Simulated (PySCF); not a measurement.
Name the molecule from its bond curve

A diatomic of charge -1 contains Hg. Its doublet curve at r²SCAN in a double-zeta basis (scalar-relativistic core potentials, PySCF), in eV from the separated fragments:

R (Å), E (eV) and a bar:
```
    1.855     -0.709 ##############################
    1.941     -0.952 ##########
    2.028     -1.056 ##
    2.092     -1.079 
    2.157     -1.073 
    2.222     -1.049 ##
    2.308     -1.001 ######
    2.416     -0.927 ############
    2.545     -0.834 ####################
    2.718     -0.712 ##############################
```

The fit gives ωe = 334 cm⁻¹ and the rotational constant Bₑ = 0.2561 cm⁻¹.

Q: Which atom is the partner?

A: The minimum lies at 2.108 Å, so the reduced mass is 16.8576 u Å² cm⁻¹/(Bₑ·Re²) = 14.81 u. With Hg at 201.97 u the partner weighs about 16.0 u: O. The molecule is HgO⁻.

Spin–orbit coupling is left out. The highest Kohn–Sham level is positive in this anion. Much of that is self-interaction error, but it also means that the finite basis helps to hold the extra electron. The state is the lowest determinant that a PBE0 search found; another state may lie lower at other levels.
